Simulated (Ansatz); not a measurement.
Species: ZrF$_{3}$ (charge +1, singlet). SMILES: [Zr+]([F])([F])[F]
Geometry from a B3LYP-D3(BJ)/def2-TZVP (Ansatz, a program for electronic structure) optimisation:
```
Zr
F 1 1.8481
F 1 1.8481 2 110.04
F 1 1.8481 2 110.04 3 -121.42
```
Charge +1, spin multiplicity 1.

Property: vertical triplet-singlet gap (E(triplet) - E(singlet); each state is the SCF solution reached for its spin; the molecule has degenerate orbitals, so one determinant may break the symmetry; the UHF <S^2> is 2.10 for the triplet (pure: 2.00); for the triplet the Hartree-Fock reference is unstable and T1 is 0.031), in kcal/mol. Cores are frozen in the correlated levels unless marked. UHF or UKS for open shells. Spin-orbit coupling is left out. The frozen core is the preceding noble-gas configuration, with the filled d and f shells of earlier blocks. Past Kr the def2 sets carry scalar-relativistic core potentials. Basis-set limits of correlation are two-point, X^-3; Hartree-Fock from the larger set. The program attaches cautions to a run behind CCSD(T)/def2-SVPD: other roots.

| level | program | vertical triplet-singlet gap (kcal/mol) |
|---|---|---|
| HF/def2-QZVPPD | Ansatz | 139.5 |
| RI-HF/def2-TZVPPD | Ansatz | 138.8 |
| SVWN5/def2-TZVPD | Ansatz | 147.0 |
| PBE/def2-TZVPD | Ansatz | 141.7 |
| r2SCAN/def2-TZVPD | Ansatz | 144.8 |
| B3LYP/def2-TZVPD | Ansatz | 150.7 |
| PBE0/def2-TZVPD | Ansatz | 153.1 |
| BHLYP/def2-TZVPD | Ansatz | 160.7 |
| CAM-B3LYP/def2-TZVPD | Ansatz | 160.1 |
| wB97M-V/def2-TZVPD | Ansatz | 165.6 |
| wB97X-V/def2-TZVPD | Ansatz | 166.5 |
| RI-MP2/def2-QZVPPD | Ansatz | 194.1 |
| RI-MP2/CBS(def2-TZVPPD,def2-QZVPPD) | Ansatz | 195.1 |
| CCSD(T)/def2-SVPD | Ansatz | 176.9 |
